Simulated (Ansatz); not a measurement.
# Cost against result

Saddle point of SnH₆SO, closed shell (SnH₄O ([OH][SnH3]) + H₂S → SnH₄S ([SH][SnH3]) + H₂O; bonds formed: Sn1–S7, O2–H6; bonds broken: Sn1–O2, H6–S7), PBE0-D4/def2-TZVP structure:

```tsv
atom	x (Å)	y (Å)	z (Å)
Sn1	-0.4554	0.3286	-0.9495
O2	0.6676	0.8593	0.7577
H3	0.4235	-0.7102	-1.9581
H4	-0.3094	1.9377	-1.5583
H5	-2.1021	0.0507	-0.6408
H6	0.4292	-0.1911	1.2681
S7	-0.1360	-1.7374	1.1297
H8	0.4286	1.6578	1.2413
H9	1.0540	-2.1953	0.7099
```

Barriers are electronic and count from the start structure reached by relaxing down the imaginary mode.

Computed with Ansatz 0.2.0 (basis: as named in each row); correlated methods freeze the cores. Filled d shells of the heavier atoms are correlated. Core potentials replace the inner electrons of the atoms past krypton. The def2 sets are not built for correlating such inner shells, so the correlated values are less sure here. B3LYP uses VWN-RPA correlation. Extrapolation: Hartree–Fock as exp(−7.88 √X), correlation as X^−2.97.

Times are rough, for one single point on 4 threads of a shared host (Arm Neoverse V1).

The estimate by CCSD(T) at an estimated basis limit (MP2 extrapolated from triple and quadruple zeta, plus CCSD(T) − MP2 in triple zeta) is 63.2 kJ/mol.

| method | basis | time (s) | barrier (kJ/mol) | method less estimate |
| --- | --- | --- | --- | --- |
| SPW92 | def2-SVP | under 1 | -2.7 | -65.9 |
| PBE-D4 | def2-SVP | under 1 | 22.7 | -40.4 |
| PBE0-D4 | def2-SVP | under 1 | 34.4 | -28.8 |
| SPW92 | def2-TZVPP | under 1 | 12.8 | -50.3 |
| PBE-D4 | def2-TZVPP | 1 | 36.3 | -26.9 |
| BLYP-D4 | def2-TZVPP | 2 | 51.4 | -11.8 |
| B3LYP-D4 | def2-TZVPP | 2 | 59.2 | -4.0 |
| PBE0-D4 | def2-TZVPP | 2 | 47.4 | -15.8 |
| BHLYP-D4 | def2-TZVPP | 2 | 72.1 | 8.9 |
| CAM-B3LYP-D4 | def2-TZVPP | 2 | 65.6 | 2.5 |
| CCSD(T) | def2-SVP | 3 | 68.5 | 5.4 |
| r2SCAN-D4 | def2-TZVPP | 3 | 44.0 | -19.1 |
| r2SCAN0-D4 | def2-TZVPP | 3 | 51.9 | -11.2 |
| B2PLYP | def2-TZVPP | 4 | 65.2 | 2.0 |
| RPA on PBE | def2-TZVPP | 4 | 73.2 | 10.1 |
| PBE-QIDH | def2-TZVPP | 4 | 57.8 | -5.4 |
| wB97M-V | def2-SVP | 4 | 46.9 | -16.2 |
| wB97X-V | def2-TZVPP | 6 | 66.1 | 3.0 |
| B97M-V | def2-TZVPP | 6 | 60.3 | -2.9 |
| wB97M-V | def2-TZVPP | 6 | 61.7 | -1.4 |
| MP2 | def2-QZVPP | 11 | 59.1 | -4.1 |
| CCSD(T) | def2-TZVPP | 73 | 69.8 | 6.7 |

All methods are single points on the PBE0-D4 structures; a negative value means that the method puts the saddle structure below the start.

No T1 diagnostic of these runs exceeds 0.014.

Labels in which every atom is bracketed show which atoms are joined, not bond orders.
